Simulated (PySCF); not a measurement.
C3H5O, SMILES C(=O)(C)[CH2], multiplicity 2. Atoms are numbered in the order given.

```xyz
9

C      0.8623    -1.1360     0.0000
C     -0.1231    -0.0818     0.0000
C      0.3661     1.3492     0.0000
O     -1.3201    -0.3513     0.0000
H      1.9362    -0.9321     0.0000
H      0.5109    -2.1703     0.0000
H      0.9889     1.5489     0.8862
H     -0.4963     2.0271     0.0000
H      0.9889     1.5489    -0.8862
```
Charge 0, spin multiplicity 2.

The structure is a stationary point at PBE0-D3(BJ)/def2-SVP. The isomer is the one that the SMILES or the coordinates give; other isomers of the formula were not compared.

Computed with PySCF with TDA-PBE/def2-SVPD.

Vertical excitations. The molecule is in vacuum.

Computed excitation energies, oscillator strengths and character:
```tsv
state	energy (eV)	λ (nm)	f	main pairs
root 1	1.11	1118	0.000	β HOMO→LUMO 100 %
root 2	4.30	288	0.012	α HOMO−1→LUMO 18 %, β HOMO−1→LUMO 79 %
root 3	4.75	261	0.000	α HOMO→LUMO 19 %, β HOMO−2→LUMO 76 %
root 4	4.82	257	0.000	α HOMO→LUMO 60 %, β HOMO−2→LUMO 23 %, β HOMO→LUMO+1 16 %
root 5	5.06	245	0.000	β HOMO−3→LUMO 98 %
root 6	5.31	233	0.000	α HOMO→LUMO 20 %, β HOMO→LUMO+1 79 %
root 7	5.78	215	0.006	α HOMO→LUMO+1 10 %, β HOMO→LUMO+2 90 %
root 8	5.87	211	0.035	α HOMO−1→LUMO 48 %, β HOMO−4→LUMO 34 %, β HOMO−1→LUMO 10 %
root 9	5.90	210	0.030	α HOMO→LUMO+1 86 %, β HOMO→LUMO+2 9 %
root 10	6.26	198	0.007	α HOMO−1→LUMO+1 99 %
```
Unrestricted roots are not spin-pure.
